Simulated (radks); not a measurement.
Species: Ge1.5+. Configuration: [Ar] 3d10 4p(up 0.5, down 0.5) 4s(up 1, down 0.5) (fractional occupations, a model configuration). Calculated with a radial shooting solver on a logarithmic mesh with Libxc functionals: non-relativistic Kohn-Sham, PBE, spin-polarised, spherical densities, point nucleus. Some entries of the table are withheld. Estimate them.

| orbital | occ. | eigenvalue (eV) | <1/r> (bohr^-1) | <r^2> (bohr^2) |
|---|---|---|---|---|
| 1s up | 1 | -10818.36 | 31.50 | 0.003068 |
| 1s down | 1 | -10818.33 | 31.50 | 0.003068 |
| 2s up | 1 | -1352.151 | 6.920 | 0.05387 |
| 2s down | 1 | -1352.135 | 6.920 | 0.05387 |
| 2p up | 3 | -1205.437 | 6.891 | 0.04199 |
| 2p down | 3 | -1205.418 | 6.891 | 0.04199 |
| 3s up | 1 | -178.0487 | 2.232 | 0.4651 |
| 3s down | 1 | -178.0011 | 2.232 | 0.4648 |
| 3p up | 3 | -129.4721 | 2.109 | 0.4998 |
| 3p down | 3 | -129.4159 | 2.110 | 0.4992 |
| 3d up | 5 | -45.2145 | 1.789 | 0.6801 |
| 3d down | 5 | -45.1121 | 1.793 | 0.6751 |
| 4s up | 1 | -24.7500 | (1) | (2) |
| 4s down | 0.5 | -24.1534 | (3) | (4) |
| 4p up | 0.5 | (5) | 0.5343 | 6.693 |
| 4p down | 0.5 | (6) | 0.5296 | 6.846 |

Answer. 
(1) 4s up <1/r> (bohr^-1): 0.6514
(2) 4s up <r^2> (bohr^2): 4.573
(3) 4s down <1/r> (bohr^-1): 0.6504
(4) 4s down <r^2> (bohr^2): 4.608
(5) 4p up eigenvalue (eV): -16.0470
(6) 4p down eigenvalue (eV): -15.5090
